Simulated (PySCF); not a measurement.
AlH₆O₂Si₂, SMILES [SiH3][O][Al][O][SiH3], multiplicity 2.

The structure is a stationary point at B3LYP-D3(BJ)/def2-SVP. The multiplicity is an assumed one; other spin states were not compared. The isomer is the one that the SMILES or the coordinates give; other isomers of the formula were not compared. Other conformers were not sampled.

Method: TDA-CAM-B3LYP/def2-SVPD run with PySCF 2.14.0.

Vertical excitations. Gas-phase values at a fixed geometry.

Task: Estimate the UV-visible absorptions. (Estimate from the structure and the level; the computed values follow.)

Result: 
```json
[
 {"state": "root 1", "energy (eV)": "3.86", "λ (nm)": "321", "f": "0.114", "main pairs": "α HOMO→LUMO 96 %"},
 {"state": "root 2", "energy (eV)": "4.86", "λ (nm)": "255", "f": "0.006", "main pairs": "β HOMO→LUMO 88 %"},
 {"state": "root 3", "energy (eV)": "4.94", "λ (nm)": "251", "f": "0.000", "main pairs": "β HOMO−1→LUMO 87 %"},
 {"state": "root 4", "energy (eV)": "5.23", "λ (nm)": "237", "f": "0.000", "main pairs": "α HOMO→LUMO+1 22 %, β HOMO−2→LUMO 58 %"},
 {"state": "root 5", "energy (eV)": "5.35", "λ (nm)": "232", "f": "0.028", "main pairs": "β HOMO−3→LUMO 82 %"},
 {"state": "root 6", "energy (eV)": "5.55", "λ (nm)": "223", "f": "0.228", "main pairs": "α HOMO→LUMO+2 81 %"},
 {"state": "root 7", "energy (eV)": "5.57", "λ (nm)": "223", "f": "0.115", "main pairs": "α HOMO→LUMO+1 43 %, α HOMO→LUMO+3 11 %, α HOMO→LUMO+5 8 %, α HOMO→LUMO+2 6 %, β HOMO−2→LUMO 24 %"},
 {"state": "root 8", "energy (eV)": "5.97", "λ (nm)": "208", "f": "0.106", "main pairs": "α HOMO→LUMO+3 36 %, α HOMO→LUMO+5 33 %, α HOMO→LUMO+1 27 %"},
 {"state": "root 9", "energy (eV)": "6.94", "λ (nm)": "179", "f": "0.002", "main pairs": "α HOMO→LUMO+3 30 %, α HOMO→LUMO+5 27 %, α HOMO→LUMO+6 23 %, α HOMO→LUMO+4 7 %"},
 {"state": "root 10", "energy (eV)": "6.98", "λ (nm)": "178", "f": "0.000", "main pairs": "α HOMO−1→LUMO 84 %"}
]
```
Unrestricted roots are not spin-pure.
